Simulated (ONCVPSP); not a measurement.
# nitrogen (N): one change to an ONCV potential, before and after

* Element: N
* Generator: ONCVPSP 4.0.1
* Type: optimised norm-conserving Vanderbilt (ONCV)
* Functional: PBE
* Relativity: scalar-relativistic
* Frozen core: [He]
* Valence charge: 5
* Reference configuration: 2s2 2p3
* Partial waves: 2s: rc 0.85 bohr, ncon 4, nbas 8, qcut 9.9 1/bohr, 2 projectors, debl 1.4 Ha; 2p: rc 2.45 bohr, ncon 3, nbas 7, qcut 6.3 1/bohr, 2 projectors, debl 1.2 Ha; d scattering state at 0.1 Ha: rc 2.25 bohr, ncon 3, nbas 6, qcut 4.7 1/bohr, 2 projectors, debl 1 Ha
* Local potential: polynomial inside 0.80 bohr (lpopt 5, dvloc0 0 Ha)
* Core correction: Teter function, fcfact 3, rcfact 1.25

All-electron outer shells of the reference configuration (PBE, scalar-relativistic, ld1.x):

| shell | level (eV) | outermost node (bohr) | outermost maximum (bohr) |
| --- | --- | --- | --- |
| 1s | -384.72 | – | 0.15 |
| 2s | -18.58 | 0.32 | 1.02 |
| 2p | -7.09 | – | 0.98 |

Change: p: rc 3.5.

Cutoffs: the cutoffs (Ha) at which the residual kinetic energy of the hardest occupied pseudo-wave falls to 1 and 0.1 mHa per electron; they do not see the model core or the augmentation charge, which bear on the density cutoff. Errors are all-electron minus pseudo energies relative to the spin-unpolarised reference configuration.

How do hardness, ghosts and transferability respond?

The potential gets neither clearly harder nor softer (32 Ha and 41 Ha → 32 Ha and 41 Ha); the s channel sets the loose cutoff, while the largest relative change is in p, which becomes softer; of the 4 tests that both files solve, the error grows in 4 and shrinks in 0 by more than 15 % and 0.3 meV (median size 534.2 → 1332.0 meV); neither file shows a bound ghost. More of the atom is replaced by a form fitted at one configuration, so other configurations suffer.

| quantity | base | changed |
| --- | --- | --- |
| cutoff, loose | 32 Ha | 32 Ha |
| cutoff, tight | 41 Ha | 41 Ha |
| loose cutoff by channel | s 32 Ha, p 12 Ha | s 32 Ha, p 8.2 Ha |
| bound ghosts | none | none |
| GHOST(+) flags under 300 eV | d at 49.4 eV | d at 49.4 eV |
| error for 2s2 2p2, meV [ΔE 13.59 eV] | +130 | +367 |
| error for 2s2 2p1, meV [ΔE 42.44 eV] | +939 | +2297 |
| error for 2s2 2p0, meV [ΔE 89.53 eV] | +3293 | +7211 |
| error for 2s1 2p4, meV [ΔE 11.51 eV] | -27 | -104 |
| s: phases at 0.86 bohr within 0.05 rad from the reference energy up to (Ha; the scan ends near 5) | to the end of the scan | to the end of the scan |
| d: phases at 2.29 bohr within 0.05 rad from the reference energy up to (Ha; the scan ends near 5) | 1.7 | 1.7 |
| rms error of d²Exc/dni dnj with the model core, mHa | 0.86 | 2.01 |

Changed file: These tests converged, but a pseudo level misses the all-electron one widely, so the file describes the atom poorly there or has found another state: 2s2 2p1: 2p by 3.2 eV.
